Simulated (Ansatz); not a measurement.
Species: sum formula Si2NHCl6, net charge 0, singlet state. SMILES: Cl[Si](Cl)(Cl)N[Si](Cl)(Cl)Cl
Coordinates optimised at B3LYP-D3(BJ)/def2-TZVP (Ansatz, a first-principles code):
```xyz
10

Cl    -2.8244    -1.4127    -1.0543
Si    -1.4955     0.0100    -0.4415
Cl    -1.8720     0.5671     1.4797
Cl    -1.7160     1.6509    -1.6318
N      0.0681    -0.6670    -0.5483
Si     1.5197    -0.2475     0.2462
Cl     3.0655    -0.9488    -0.8870
Cl     1.6329     1.7750     0.4457
Cl     1.6573    -1.0762     2.1043
H      0.1477    -1.4467    -1.1893
```
Charge 0, spin multiplicity 1.

Wanted: vertical ionisation energy (to the doublet state of charge +1; each state is the SCF solution reached for its spin), in eV. Correlated levels leave the core frozen unless marked. UHF or UKS for open shells. Spin-orbit coupling is left out. Non-relativistic. Basis-set limits of correlation are two-point, X^-3; Hartree-Fock from the larger set.

```
level                                        program  vertical ionisation energy (eV)
-------------------------------------------  -------  -------------------------------
HF/aug-cc-pV(T+d)Z                            Ansatz                             9.96
r2SCAN/def2-TZVPD                             Ansatz                            10.18
B3LYP/def2-TZVPD                              Ansatz                            10.43
PBE0/def2-TZVPD                               Ansatz                            10.53
BHLYP/def2-TZVPD                              Ansatz                            10.77
CAM-B3LYP/def2-TZVPD                          Ansatz                            10.85
wB97M-V/def2-TZVPD                            Ansatz                            10.91
wB97X-V/def2-TZVPD                            Ansatz                            10.99
MP2/aug-cc-pV(D+d)Z                           Ansatz                            11.21
RI-MP2/aug-cc-pV(T+d)Z                        Ansatz                            11.32
RI-MP2/aug-cc-pV(Q+d)Z                        Ansatz                            11.40
RI-MP2/CBS(aug-cc-pV(T+d)Z,aug-cc-pV(Q+d)Z)   Ansatz                            11.46
SCS-MP2/aug-cc-pV(D+d)Z                       Ansatz                            11.11
CCSD(T)/aug-cc-pV(D+d)Z                       Ansatz                            10.79
```
